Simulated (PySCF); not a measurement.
Computed shifts of a molecule C3H12Si3, PBE/pcSseg-1 (PySCF), GIAO, gas phase, atoms alike by connectivity averaged where their shifts nearly agree, in ppm (number of nuclei): ²⁹Si: -19.6 (1), -111.1 (1), -121.4 (1). ¹³C: 29.9 (1), 14.9 (2). ¹H: 5.82 (1), 4.10 (3), 3.80 (2), 2.75 (1), 2.57 (1), 1.98 (2), 1.39 (2). References: ²⁹Si against TMS (σ = 335.4 ppm); ¹³C against TMS (σ = 182.0 ppm); ¹H against TMS (σ = 31.49 ppm), references at their B3LYP-D3(BJ)/def2-TZVP geometries, non-relativistic. Coordinates come from a PBE0-D3(BJ)/def2-SVP optimisation. Other conformers were not sampled.

### Question
Pick the molecule that these values belong to.
(A) C[Si@H]1[SiH2]C[C@@H]1[SiH3]
(B) C=C([SiH3])C([SiH3])[SiH3]
(C) [SiH3][SiH2]C1C[SiH2]C1
(D) [SiH3][SiH2][SiH]1CCC1

### Answer
D, [SiH3][SiH2][SiH]1CCC1
